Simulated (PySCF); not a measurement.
A structure optimised at PBE0-D3(BJ)/def2-SVP, used in a PySCF frequency run:

```
C
N 1 1.2912
C 1 1.4928 2 122.51
H 3 1.0997 1 110.73 2 -1.35
H 3 1.1025 4 109.66 1 121.47
H 3 1.1026 4 109.70 5 116.54
Si 2 1.8003 1 104.80 3 173.49
H 7 1.4963 2 110.27 1 -108.36
H 7 1.4968 8 107.51 2 125.03
Si 1 1.9384 2 107.17 7 -9.77
N 10 1.7195 1 123.43 2 132.28
H 11 1.0115 10 123.73 1 -62.72
H 11 1.0115 12 112.92 10 173.50
H 10 1.4990 11 105.12 12 171.02
```

Question: Write its SMILES and formula.

Answer: CC1=N[SiH2][Si@H]1N, C₂H₈N₂Si₂

Question: What are its rotational constants (standard atomic weights)?

Answer: 2.5542, 2.2627, 1.3091 GHz
